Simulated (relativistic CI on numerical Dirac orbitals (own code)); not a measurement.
# Ir⁵⁺: O2,3 absorption edge

Computed with this model: Dirac-Coulomb-Breit CI, separate exchange-only KLI orbitals for each configuration, model QED (radiative potential, 1s self-energy scaled to tabulated hydrogen-like ionisation energies), valence Slater integrals scaled by 0.8, multiplet model of core-to-valence dipole absorption; configurations [Xe] 4f14 5d4 → [Kr] 4d10 4f14 5s2 5p5 5d5; 300 K; Lorentzian 1.5 eV and Gaussian 0.3 eV FWHM. Energies are those of the free ion, without screening or charge transfer. The branching ratio is the share of the lower-energy edge in the whole absorption, uncertain by about 0.02 where the edges overlap. S is read from ⟨S²⟩ = S(S + 1).

free ion: ground-state S = 1.65, centroid 56.22 eV. Peaks (eV, height): 53.8 (100), 59.0 (35), 60.2 (40).

Strongest unbroadened transitions for free ion:

| Energy (eV) | Relative strength |
| --- | --- |
| 51.34 | 1.7 |
| 52.67 | 20.1 |
| 53.76 | 100.0 |
| 53.90 | 2.5 |
| 55.02 | 7.8 |
| 55.42 | 12.3 |
| 55.75 | 3.1 |
| 55.91 | 14.7 |
| 57.33 | 5.3 |
| 58.62 | 5.8 |
| 58.89 | 19.0 |
| 59.53 | 1.6 |
| 60.25 | 35.2 |
| 61.09 | 3.8 |
| 62.11 | 2.3 |
| 62.68 | 1.9 |
| 68.13 | 3.5 |
| 71.05 | 1.0 |
